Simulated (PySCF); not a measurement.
Species: C₆H₆OS.
Geometry (PBE0-D3(BJ)/def2-SVP, Å), atoms numbered from 1 in this order:
```xyz
14
C6H6OS angstrom
C     -2.3538   -0.8577   -0.1477
C     -1.3704    0.2213   -0.5256
O     -1.6789    1.1584   -1.2292
C      0.0107    0.1063   -0.0083
C      1.0311    1.0008   -0.2524
C      2.2473    0.6324    0.3699
C      2.1356   -0.5394    1.0807
S      0.5578   -1.1932    0.9958
H     -2.0094   -1.8381   -0.5137
H     -2.4470   -0.9326    0.9473
H     -3.3311   -0.6245   -0.5869
H      0.8707    1.8867   -0.8676
H      3.1734    1.2044    0.3016
H      2.9084   -1.0514    1.6533
```

Computed with PySCF at PBE0/def2-SVPD, non-relativistic, on one gas-phase PBE0-D3(BJ)/def2-SVP geometry that isn't relaxed in the solvent. The solvent is an IEF-PCM continuum (Bondi radii, 1.10 Å for H, scaled by 1.2), and excitations are vertical TDDFT with non-equilibrium linear response and a frozen core. Only the electrostatic response of the medium enters.

```tsv
run	E − E(gas) (kcal/mol)	HOMO (eV)	HOMO–LUMO gap (eV)	dipole (D)	lowest singlet (eV)	static polarisability (au)
gas	0.00	-7.32	5.42	3.07	3.83	91.5
P	-4.52	-7.27	5.39	3.95	3.97	117.2
Q	-6.35	-7.28	5.37	4.36	4.02	130.1
```

Problem. The runs were made in chloroform and dimethylsulfoxide. Which run belongs to which solvent?

Solution. P = chloroform, Q = dimethylsulfoxide. The dielectric constants are 4.711 (chloroform), 46.83 (dimethylsulfoxide), and the energy falls further as ε rises. The optical constants n² used for the excitations are 2.09, 2.19 in the same order. In this model the ground state sees the solvent through ε alone.

Problem. How constant is the ratio of the lowering to (ε − 1)/(2ε + 1)?

Solution. 
```
          solvent  (ε − 1)/(2ε + 1)  E − E(gas) (kcal/mol)  ratio (kcal/mol)  polarisation term (kcal/mol)
       chloroform             0.356                  -4.52             -12.7                         -5.18
dimethylsulfoxide             0.484                  -6.35             -13.1                         -7.71
```

The ratio changes by +3.3 % in size from chloroform to dimethylsulfoxide. The polarisation term is half the interaction of the solute with the induced surface charges.

Rough CPU time on one thread of a shared machine: about 70 s. This is the whole response run at PBE0/def2-SVPD in dimethylsulfoxide, SCF included.
